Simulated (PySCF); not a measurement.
Cl₃Sc, singlet, at a GFN2-xTB geometry (such geometries of metal compounds can be far from the true shape), atoms displaced at random by about 0.02 Å a coordinate. Base run: B3LYP/STO-3G (PySCF).

The PySCF input:
```python
from pyscf import gto, scf, dft
from pyscf.geomopt import geometric_solver

mol = gto.Mole()
mol.atom = '''
    Sc    0.11916845    0.32495774    0.21650113
    Cl    2.02598564   -0.46084038   -0.68988892
    Cl   -0.74994307   -1.05431977    1.77763689
    Cl   -1.34792538    1.07640788   -1.32585743
'''
mol.basis = 'sto-3g'
mol.verbose = 3
mol.build()

def method(m):
    mf = dft.RKS(m)
    mf.xc = 'b3lyp'
    return mf

conv, mol_eq = geometric_solver.kernel(method(mol), maxsteps=100)
print('optimisation converged:', conv)
print(mol_eq.tostring(format='xyz'))
mf = method(mol_eq)
mf.kernel()
```

Each row names what was changed in the base input (with any setting that the change needs).

```json
[
 {"change": "base", "ΔE vs base (µEh)": "0.0", "optimiser steps": "14", "core-seconds (rough)": "80"},
 {"change": "convergence_set = GAU_LOOSE", "ΔE vs base (µEh)": "6.0", "optimiser steps": "10", "core-seconds (rough)": "60"},
 {"change": "convergence_set = GAU_TIGHT", "ΔE vs base (µEh)": "-0.7", "optimiser steps": "19", "core-seconds (rough)": "100"},
 {"change": "coordsys = dlc", "ΔE vs base (µEh)": "7.3", "optimiser steps": "10", "core-seconds (rough)": "50"},
 {"change": "convergence_set = TURBOMOLE", "ΔE vs base (µEh)": "-0.2", "optimiser steps": "15", "core-seconds (rough)": "60"},
 {"change": "trust = 0.5", "ΔE vs base (µEh)": "-2.5", "optimiser steps": "16", "core-seconds (rough)": "70"},
 {"change": "convergence_set = GAU_VERYTIGHT", "ΔE vs base (µEh)": "-0.7", "optimiser steps": "20", "core-seconds (rough)": "100"}
]
```
